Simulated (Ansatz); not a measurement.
Consider the atomization: `[OH][GeH]([OH])[OH]` → Ge• + 4 H• + 3 O•.

Program: Ansatz. Geometries: PBE0-D4/def2-TZVP. ΔE: electronic, gas phase. CCSD(T)/CBS is the MP2 limit (def2-TZVPP, def2-QZVPP) plus CCSD(T) − MP2 in def2-TZVPP, frozen cores. This one scheme is used for every species, atoms too. Functionals use def2-TZVPP. No spin–orbit coupling; open shells (•) take unrestricted orbitals. Spin–orbit coupling would lower the free atoms: a little for O; clearly for Ge. Bonds to Ge are less sure, by a few kJ/mol each and by 10 to 20 or more in all where they break to atoms, as the def2 sets lack core-valence functions. Scalar relativity is left out up to krypton. Each species was taken in one conformer, which may not be the lowest.

CCSD(T)/CBS gives +2857.6 kJ/mol.

Problem. Another level gave +2857.5 kJ/mol. Which?
A. MP2/def2-TZVPP
B. PBE-QIDH/def2-TZVPP
C. CAM-B3LYP-D4/def2-TZVPP
D. CCSD/def2-TZVPP

Solution. A. MP2/def2-TZVPP 2857.5, CAM-B3LYP-D4 2826.6, PBE-QIDH 2779.6, CCSD/def2-TZVPP 2721.0 kJ/mol.

Largest T1 diagnostic among the species: 0.012.

From PBE to PBE0 (25 % exact exchange), in def2-TZVPP and without D4, ΔE moves by −87.2 kJ/mol: exact exchange takes away binding that semilocal exchange gives to molecules. Leaving LDA and LC-ωPBE aside and taking each functional with its dispersion term where it has one, the values, not all of them listed here, spread over 196.2 kJ/mol, from BHLYP-D4 to PBE-D4. LDA lies +457.0 kJ/mol from PBE without D4, its usual overbinding. The D4 term adds +20.6 kJ/mol with B3LYP and +10.6 kJ/mol with PBE0; it sums over pairs of atoms, weighted by their polarisabilities, and B3LYP, whose exchange is more repulsive, gets the larger term.

B3LYP here is the variant with VWN-RPA as its local correlation; programs differ in this.

For atomizations the MP2-based limit and the directly extrapolated one differ by several kJ/mol either way, and by 10 to 25 for some Ge, Se and Sn compounds, so smaller differences from it don't rank the levels.
